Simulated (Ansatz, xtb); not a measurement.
## C2H4F3NSi: 4 structures ranked

4 gas-phase structures of C2H4F3NSi, from a drawn sample of its isomers (lower ones may exist). Each was relaxed with GFN2-xTB:

A. `FC(F)(F)/C=N/[SiH3]`, a singlet
B. `[H]/N=C/C[Si](F)(F)F`, a singlet
C. `C=N[SiH2]C(F)(F)F`, a singlet
D. `[H]/N=C\C[Si](F)(F)F`, a singlet

Question: Estimate their order in r2SCAN-D4/def2-SVP energy at these geometries, lowest first.

Answer: Calculated order at r2SCAN-D4/def2-SVP: B (0.000), D (0.053), A (5.142), C (5.290) eV.

Energies above the lowest of each column, in eV; the last columns are at B3LYP/def2-SVP geometries and were run for some of them only (a dash: not run or not comparable):

```
structure  GFN2-xTB  HF/STO-3G  r2SCAN-D4/def2-SVP  B3LYP/def2-SVP  CCSD(T)/def2-SVP + ΔMP2/def2-TZVPP
        B     0.048      0.011               0.000           0.000                               0.000
        D     0.000      0.000               0.053               –                                   –
        A     4.097      1.696               5.142           4.966                               5.966
        C     4.251      1.909               5.290               –                                   –
```

CCSD(T)/def2-SVP + ΔMP2/def2-TZVPP puts B lowest of those it was run on; GFN2-xTB picks D. Flexible structures stand in one conformer each, not always the lowest. Frequencies (GFN2-xTB) were run for A, B alone. The ΔMP2 step shifts differences by up to 0.776 eV, which makes them less sure. ΔMP2 is the change of the MP2 energy from the smaller to the larger basis.

Over these structures GFN2-xTB departs from r2SCAN-D4/def2-SVP by 0.520 eV on average once a common shift is removed. A GFN2-xTB relaxation took about 0.13 s and the r2SCAN-D4/def2-SVP energy about 2.3 s on a shared host (Ansatz 0.2.0, xtb 6.7.1).
